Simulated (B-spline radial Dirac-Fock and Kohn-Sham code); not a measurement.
In the model described below, an M2 (3p1/2) vacancy in atomic holmium, [Xe] 4f11 6s2, lives for 0.069 fs, which corresponds to a natural width of 9.49 eV. Out of 1000 such holes, about 1.8 decay by emitting a photon, 906 by a Coster-Kronig transition that moves the hole within the M shell, and the rest by ordinary Auger emission. The strongest X-ray line is M2-N4 at 1749.6 eV, with 67 % of the radiative rate. The strongest electron group is M2-M4N7 near 511 eV, with 21 % of the non-radiative rate. The Coster-Kronig yields by final subshell (the deeper hole where both stay in the shell) are M3 0.075, M4 0.698, M5 0.133. The recommended width for the element is 6.30 eV (Campbell and Papp 2001). Independent-particle models tend to overestimate Coster-Kronig rates.

Calculated with a B-spline atomic structure program, using one-electron (LDA, Dirac) transition rates at Dirac-Fock energies.
